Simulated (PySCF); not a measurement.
**Fractional electron number in Tc⁺ (technetium, charge +1)**

The 5s alpha orbital of [Kr] 4d5 5s1 is emptied in steps (occupation f), with all orbitals relaxed, ending at [Kr] 4d5. Calculation: PySCF 2.14, in x2c-TZVPall (8s6p6d1f, 63 functions); scalar relativity by spin-free X2C-1e. The exact energy is a straight line in f; departures are measured from the line between the end points of the same method.

| f | BHandHLYP (eV) | wB97X (eV) | B3LYP (eV) |
| --- | --- | --- | --- |
| 1 | 0.000 | 0.000 | 0.000 |
| 0.9 | -0.145 | -0.021 | -0.243 |
| 0.7 | -0.339 | -0.045 | -0.567 |
| 0.5 | -0.404 | -0.047 | -0.675 |
| 0.3 | -0.339 | -0.033 | -0.567 |
| 0.1 | -0.145 | -0.012 | -0.242 |
| 0 | 0.000 | 0.000 | 0.000 |

```
   method  E(f=0) − E(f=1) (eV)  −ε at f=1 (eV)  −ε at f=0.5 (eV)
BHandHLYP                14.890          13.275            14.891
    wB97X                14.596          14.350            14.633
    B3LYP                15.370          12.672            15.370
```

Orbital energy along the path (eV):

```
  f  BHandHLYP    wB97X    B3LYP
  1    -13.275  -14.350  -12.672
0.9    -13.597  -14.415  -13.210
0.7    -14.244  -14.535  -14.289
0.5    -14.891  -14.633  -15.370
0.3    -15.537  -14.691  -16.452
0.1    -16.180  -14.709  -17.528
  0    -16.499  -14.731  -18.060
```

Reference removal energy between the ground levels: 15.26 eV (semi-empirical (NIST evaluation); NIST Atomic Spectra Database, ionization energies).
